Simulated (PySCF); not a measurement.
**What settings do to a single point of [Ce(PH3)2]3+**

The sound run of [Ce(PH3)2]3+ (singlet in the valence; each metal's 4f electrons, 1 of them, lie in its core potential, out of spins and levels) uses PySCF 2.14.0, RKS PBE, Ce lcecp-1-SVP with ECP47, P def2-SVP, H def2-SVP; non-relativistic Hamiltonian with scalar-relativistic core potentials where named; density fitting; no spin-orbit coupling, grid (50, 194), threshold 1e-8 Eh and 55 cycles, at the relaxed geometry:

```xyz
9

Ce    1.0386    0.9586    0.0000
P    -0.1457   -0.1028    2.6223
H     0.8485   -0.3886    3.6172
H    -1.0330    0.8269    3.2611
H    -0.9075   -1.3132    2.5128
P    -0.1457   -0.1028   -2.6223
H     0.8485   -0.3886   -3.6172
H    -0.9075   -1.3132   -2.5128
H    -1.0330    0.8269   -3.2611
```

There Ce1 has a Mulliken charge of 1.89 e and the dipole about the centre of mass is 1.54 D. Each run below changes one thing and starts from free metal ions and neutral atoms unless it says otherwise; with 55 cycles, smearing, a level shift and second-order steps follow where DIIS fails, and their cycles count. Energy shifts count from the sound run. On f atoms grids over 110 angular points are at least (60, 302).

```tsv
change	outcome	cycles	energy shift (eV)	largest force component (eV/Å)	charge on Ce1 (e)	dipole about the centre of mass (D)
spin (2S) set to 8, limit 62 cycles	not converged	20	–	–	–	–
P2 put 1.1 Å from Ce1, limit 71 cycles	converged	20	133.47	398.44	0.21	10.80
all coordinates × 0.94	converged	10	0.70	1.84	1.83	1.56
grid (99, 590)	converged	11	0.0010	0.01	1.89	1.54
```

Question: How does the run with this change end: start from a density of up to 30 smeared cycles (not counted)?

Answer: outcome converged, cycles 7, energy shift (eV) 0.0000, largest force component (eV/Å) 0.01, charge on Ce1 (e) 1.89, dipole about the centre of mass (D) 1.54.

Unsound on purpose, so not properties of the compound: P2 put 1.1 Å from Ce1, limit 71 cycles.

Forces carry noise of the integration grid, about 0.01 to 0.03 eV/Å.

An lcecp potential fixes the number of 4f electrons, so in runs with it no electron can move into or out of that shell.
